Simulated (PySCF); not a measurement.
C9H14P (charge +1).
Atom-mapped SMILES: `[CH2:1]=[CH:2][C:3]1=[C:4]([CH3:5])[C:6]([CH3:7])=[CH:8][P@@H+:9]1[CH3:10]`

NICS = −σ at a ghost point: NICS(0) at the centroid of the ring atoms, NICS(1) 1 Å to either side along the normal of their mean plane, zz for the tensor component along that normal. Level: GIAO PBE0/pcSseg-1 (PySCF, non-relativistic, gas phase) on the GFN2-xTB geometry, one conformer.

Ring bond lengths (Å), with Mayer bond orders in brackets: C3–C4 1.365 (1.66), C4–C6 1.476 (1.00), C6–C8 1.354 (1.74), C8–P9 1.777 (1.00), P9–C3 1.804 (0.93).

Task: What do the NICS probes read (ppm)?

Result: 
```tsv
ring	type	NICS(0)	NICS(1), two faces	NICS(1)zz, two faces	rms pucker (Å)	centre to ring atoms, mean (Å)
C3–C4–C6–C8–P9	5-membered ring with P; formal bonds 2 double, 3 single	0.1	-2.9 / -2.7	2.5 / 1.9	0.01	1.32
```

Task: What do they say, and how far can they be read as aromaticity?

Result: 
- C3–C4–C6–C8–P9: mean NICS(1)zz 2.2 ppm, near zero. P9 has four or more neighbours; no verdict on aromaticity is drawn.

Task: At the second NICS(1) probe listed for ring C3–C4–C6–C8–P9, 1 Å off the ring, how large is the induced field along the normal in 11.7 T applied along it?

Result: NICSzz × B0 = 1.9 ppm × 11.7 T = 22 μT, along the applied field.

Task: List the ring angles and the Hirshfeld charges of the ring atoms.

Result: 
- C3–C4–C6–C8–P9: C3 107.9° (-0.042 e), C4 114.6° (+0.043 e), C6 114.8° (+0.057 e), C8 109.0° (-0.102 e), P9 93.7° (+0.455 e); sum 540.0° against 540° for a flat convex ring.

Cost: about 2.8 min of CPU time on one thread; the machine was shared, so the figure is rough. This is the whole shielding run at PBE0/pcSseg-1, SCF included.

The values belong to the conformer `[CH2:1]=[CH:2][C:3]1=[C:4]([CH3:5])[C:6]([CH3:7])=[CH:8][P@@H+:9]1[CH3:10]`: C1–C2–C3–C4 -170°.
